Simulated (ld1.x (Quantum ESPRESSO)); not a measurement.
**Before and after: TM potential for Zn (Z = 30)**

| Quantity | Value |
| --- | --- |
| Element | Zn |
| Generator | ld1.x (Quantum ESPRESSO) 7.5 |
| Type | norm-conserving Troullier–Martins (Kleinman–Bylander form) |
| Functional | revPBE |
| Relativity | scalar-relativistic |
| Frozen core | [Ar] |
| Valence charge | 12 |
| Reference configuration | 3d10 4s1.5 4p0 (charge +0.5) |
| Partial waves | 4s (bound): rc 2.00 bohr; 3d (bound): rc 1.45 bohr; 4p (bound, empty): rc 2.60 bohr |
| Local potential | the p channel |
| Core correction | none |

Change: core correction a·sin(br)/r model core inside 1.52 bohr.

Cutoffs: the cutoffs (Ry, on a coarse ladder) from which the occupation-weighted sum of valence levels, in a spherical-Bessel basis at the reference potential, stays within 10 and 1 mRy of its value at 400 Ry; they do not see the model core or the augmentation charge, which bear on the density cutoff. Errors are all-electron minus pseudo energies relative to the spin-unpolarised reference configuration.

What does the change do?

The potential gets neither clearly harder nor softer (140 Ry and 230 Ry → 140 Ry and 230 Ry); both files keep a bound ghost (s); the number of tests that count goes from 7 to 5; of the 5 tests that both files solve, the error grows in 2 and shrinks in 3 by more than 15 % and 0.3 meV (median size 0.7 → 2.8 meV). A model core, the more so a compact one, raises the density cutoff, which this test does not measure.

| quantity | base | changed |
| --- | --- | --- |
| cutoff, loose | 140 Ry | 140 Ry |
| cutoff, tight | 230 Ry | 230 Ry |
| bound ghosts | s | s |
| tests counted (converged, no solver errors) | 7 of 7 | 5 of 7 |
| error for 3d10 4s2 4p0, meV [ΔE -3.89 eV] | -0.3 | -1.5 |
| error for 3d10 4s1 4p0, meV [ΔE 5.88 eV] | -0.2 | -3.0 |
| error for 3d10 4s0 4p0, meV [ΔE 24.15 eV] | +36 | -20 |
| error for 3d10 4s0 4p1, meV [ΔE 12.17 eV] | +10 | -2.8 |
| error for 3d10 4s1 4p1, meV [ΔE 1.16 eV] | +0.7 | -0.3 |
| s: phases at 2.84 bohr within 0.05 rad from the reference energy up to (Ry; the scan ends near 5) | 1.7 | 1.7 |
| p: phases at 2.84 bohr within 0.05 rad from the reference energy up to (Ry; the scan ends near 5) | 2.5 | 2.5 |
| d: phases at 2.84 bohr within 0.05 rad from the reference energy up to (Ry; the scan ends near 5) | 0.2 | 0.2 |

Changed file: Tests not counted: 3d9 4s0 4p0 (solver errors, printed error -476 meV); 3d9 4s2 4p0 (solver errors, printed error -464 meV). A true bound ghost makes a file unfit for plane-wave use even where its test errors are small: the radial tests pick states by their node count and pass the ghost by.
